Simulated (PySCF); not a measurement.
PySCF input for ClFH4SSi2, SMILES F[SiH2]S[SiH2]Cl, IEF-PCM-M06-2X/def2-SVP. Geometry optimised at PBE-D3(BJ)/def2-SVP. The structure was generated by enumeration, and PubChem lists no compound with its InChIKey, so it may never have been made. One conformer was computed; it need not be the lowest.

```python
import numpy as np
from pyscf import gto, scf, dft
from pyscf.solvent import pcm

mol = gto.M(
    atom='''
    Si   -1.83782773    0.03376848   -0.15941578
    F    -2.46737635    0.79442063    1.14703830
    S    -0.11378634    1.08378728   -0.90535206
    Si    1.33017396    0.25037073    0.46525805
    Cl    1.89195662   -1.67617305   -0.08119839
    H    -1.45381929   -1.34784867    0.27131241
    H    -2.85432740    0.05866065   -1.25511793
    H     0.74934869    0.17468751    1.84427407
    H     2.52965674    1.14111117    0.40040075
    ''',
    basis='def2-SVP',
    charge=0,
    spin=0,
    max_memory=1600,
    verbose=3,
)
mf = dft.RKS(mol, xc='m06-2x').density_fit(auxbasis='def2-universal-jkfit')
mf.grids.level = 4
mf.conv_tol = 1e-9
mf.max_cycle = 100
mf.kernel()
res = {}
for name, eps in {'water': 78.355, 'acetone': 20.493, 'tetrahydrofuran': 7.4257}.items():
    s = mf.PCM()
    s.with_solvent.method, s.with_solvent.eps, s.with_solvent.lebedev_order = 'IEF-PCM', eps, 29
    s.kernel(mf.make_rdm1())
    res[name] = (s.e_tot, eps, s.dip_moment(), s.mo_energy, s.converged)
    print(f'{name}: electrostatic solvation free energy {(s.e_tot - mf.e_tot) * 627.509474:.3f} kcal/mol')
```

It prints:

```
converged SCF energy = -1539.15147287636

WARN: PCM is an experimental feature. It is still in testing.
Features and APIs may be changed in the future.

converged SCF energy = -1539.15591562872
Dipole moment(X, Y, Z, Debye):  0.05157, -0.22857,  0.21620
water: electrostatic solvation free energy -2.788 kcal/mol

WARN: PCM is an experimental feature. It is still in testing.
Features and APIs may be changed in the future.

converged SCF energy = -1539.15566819631
Dipole moment(X, Y, Z, Debye):  0.05344, -0.22427,  0.20376
acetone: electrostatic solvation free energy -2.633 kcal/mol

WARN: PCM is an experimental feature. It is still in testing.
Features and APIs may be changed in the future.

converged SCF energy = -1539.15511743195
Dipole moment(X, Y, Z, Debye):  0.05729, -0.21618,  0.17795
tetrahydrofuran: electrostatic solvation free energy -2.287 kcal/mol
```

The calculation finished and met its thresholds.
